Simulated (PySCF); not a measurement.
Computed IR spectrum (relative IR intensity) of a molecule C4H9NSi. Geometry: ωB97X-D3(BJ)/def2-SVP. One conformer was computed; it need not be the lowest. Calculation: ωB97X-D3(BJ)/def2-SVP (PySCF 2.14.0). Frequencies are harmonic and unscaled.

```
ν (cm⁻¹)  relative intensity
--------  ------------------
71                       2.3
203                      7.4
276                       14
336                       23
385                      9.7
441                      4.7
565                       10
623                      2.3
644                      2.1
695                       36
735                      6.3
823                       27
836                       28
889                       52
941                       15
972                       13
1029                      74
1037                      22
1117                     3.8
1125                     2.2
1167                     2.4
1244                      40
1352                      10
1370                      11
1406                      13
1433                     5.4
2215                     100
2235                      95
3021                      27
3058                      10
3145                     5.8
3151                      11
3166                     9.6
3242                     3.4
3715                      16
```

**Question.** Identify the compound among the candidates.
A) CCN1C=C[SiH2]1
B) CC[Si@H]1C=NC1
C) C=C(C)/N=C/[SiH3]
D) C=C1[SiH2]N[C@H]1C

**Answer.** D, C=C1[SiH2]N[C@H]1C
